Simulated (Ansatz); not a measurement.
One change: `NC(F)(F)[SiH3]` becomes `O=CC(F)(F)[SiH3]`.

Ansatz, PBE0-D4/def2-TZVP geometries, multiplicity 1. Each molecule was computed in one conformer, which needn't be the lowest.

```tsv
property	`NC(F)(F)[SiH3]`
LUMO energy (PBE/def2-TZVPP) / eV	-0.62
size of the dipole moment (PBE/def2-TZVPP) / D	2.71
HOMO energy (PBE/def2-TZVPP) / eV	-6.31
HOMO energy (PBE0/def2-TZVPP) / eV	-7.71
size of the dipole moment (B3LYP/def2-TZVPP) / D	2.94
HOMO energy (ωB97M-V/def2-TZVPP) / eV	-10.02
```

(1) Give the same properties after the change, and the shifts. (An estimate is asked.)

Answers

(1) Ansatz gave: 
| property | `O=CC(F)(F)[SiH3]` | shift |
| --- | --- | --- |
| LUMO energy (PBE/def2-TZVPP) / eV | -3.00 | -2.38 |
| size of the dipole moment (PBE/def2-TZVPP) / D | 2.27 | -0.44 |
| HOMO energy (PBE/def2-TZVPP) / eV | -6.39 | -0.08 |
| HOMO energy (PBE0/def2-TZVPP) / eV | -7.99 | -0.28 |
| size of the dipole moment (B3LYP/def2-TZVPP) / D | 2.49 | -0.45 |
| HOMO energy (ωB97M-V/def2-TZVPP) / eV | -10.34 | -0.32 |

With PBE0 the HOMO falls by 0.28 eV and the LUMO falls by 2.05 eV, so the gap narrows by about 1.77 eV. PBE moves the HOMO by -0.08 eV and ωB97M-V by -0.32 eV. Dipoles are sizes alone; their direction can turn.

B3LYP here is the variant with VWN-RPA as its local correlation; programs differ in this.
